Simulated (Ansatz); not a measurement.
`NB(F)F` + `[OH][GeH3]` → `NB(F)[O][GeH3]` + H–F  (ligand exchange at a B–F bond)

Program: Ansatz. Geometries: PBE0-D4/def2-TZVP. ΔE: electronic, gas phase. CCSD(T)/CBS is the MP2 limit (def2-TZVPP, def2-QZVPP) plus CCSD(T) − MP2 in def2-TZVPP, frozen cores. This one scheme is used for every species. DFT in def2-TZVPP. B3LYP here is the variant with VWN-RPA as its local correlation; programs differ in this. For Ge outer-core shells are correlated without core-valence functions, which leaves a few kJ/mol of doubt a bond. Scalar relativity is left out up to krypton. Each species was taken in one conformer, which may not be the lowest.

`NB(F)F`:

Cartesian coordinates in Å:
```
N -0.215 -0.714 0.025
B 0.186 0.618 -0.021
F -0.167 1.409 -1.030
F 0.936 1.145 0.941
H 0.041 -1.327 0.777
H -0.781 -1.131 -0.692
```

`[OH][GeH3]`:

```xyz
6

O    -1.273   -0.449    0.243
Ge    0.427   -0.038   -0.100
H    -1.808    0.323    0.439
H     1.093   -1.388   -0.381
H     1.056    0.657    1.123
H     0.505    0.895   -1.323
```

`NB(F)[O][GeH3]`:

Z-matrix (Å, degrees):
```
Ge
O 1 1.790
H 1 1.535 2 108.9
H 1 1.532 2 104.0 3 119.1
H 1 1.535 2 108.9 3 -121.8
B 2 1.355 1 124.6 3 60.9
F 6 1.352 2 119.6 1 -0.0
N 6 1.401 2 122.1 1 180.0
H 8 1.003 6 122.5 2 -180.0
H 8 1.003 6 122.1 2 -0.0
```

H–F:

```xyz
2

F     0.040   -0.441   -0.124
H    -0.040    0.441    0.124
```

```
             level  ΔE (kJ/mol)  difference from CCSD(T)/CBS
            PBE-D4         14.9                          7.3
         r2SCAN-D4         16.2                          8.6
           PBE0-D4         12.6                          5.0
          B3LYP-D4         13.6                          6.0
           ωB97X-V         13.9                          6.3
           ωB97M-V         13.4                          5.8
            B2PLYP         16.3                          8.7
               PBE         19.4                         11.8
            r2SCAN         17.6                         10.0
              PBE0         16.7                          9.1
             B3LYP         20.8                         13.2
     HF/def2-TZVPP         20.2                         12.6
    MP2/def2-TZVPP          7.9                          0.3
SCS-MP2/def2-TZVPP         10.8                          3.2
   CCSD/def2-TZVPP         11.0                          3.4
CCSD(T)/def2-TZVPP          9.6                          2.0
     HF/def2-QZVPP         20.2                         12.6
    MP2/def2-QZVPP          6.7                         -0.9
SCS-MP2/def2-QZVPP          9.8                          2.2
      HF/CBS(def2)         20.2                         12.6
     MP2/CBS(def2)          5.9                         -1.7
    CCSD/CBS(def2)          9.0                          1.4
       CCSD(T)/CBS          7.6                            0
```

Largest T1 diagnostic among the species: 0.012.

In def2-TZVPP, CCSD(T) changes the Hartree–Fock value by −10.7 kJ/mol (the triples alone add −1.4 kJ/mol) and MP2 by −12.4 kJ/mol. The D4 term adds −7.2 kJ/mol with B3LYP and −4.1 kJ/mol with PBE0; it sums over pairs of atoms, weighted by their polarisabilities, and B3LYP, whose exchange is more repulsive, gets the larger term.
